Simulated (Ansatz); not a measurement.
Mulliken charges of `[SeH][SiH]1BO1` from ωB97M-V/def2-TZVPP in Ansatz (PBE0-D4/def2-TZVP geometry).

```
atom   x (Å)   y (Å)   z (Å)  charge (e)
 Se1  -1.351   0.708  -1.603      -0.148
 Si2   0.129   0.418   0.073       0.225
  B3   1.320  -1.052   0.197       0.025
  O4   0.138  -1.167   0.819      -0.266
  H5  -2.337   1.377  -0.743       0.078
  H6  -0.078   1.448   1.114      -0.004
  H7   2.240  -1.799   0.098       0.091
```

Problem. By hand: the dipole of these point charges (1 e Å = 4.8032 D).

Solution. Σ q r = (0.247, 0.211, -0.013) e Å, of length 0.325 e Å = 1.56 D.

Problem. How does the dipole of the full density compare? (Best estimate.)

Solution. Ansatz gave: (0.020, 0.231, 0.014) e Å, 1.12 D; the point charges give 1.39 times that, at 45° from its direction.

Point charges leave out the atoms' own dipoles, such as those of lone pairs, and Mulliken's split depends on the basis, so the two needn't agree.
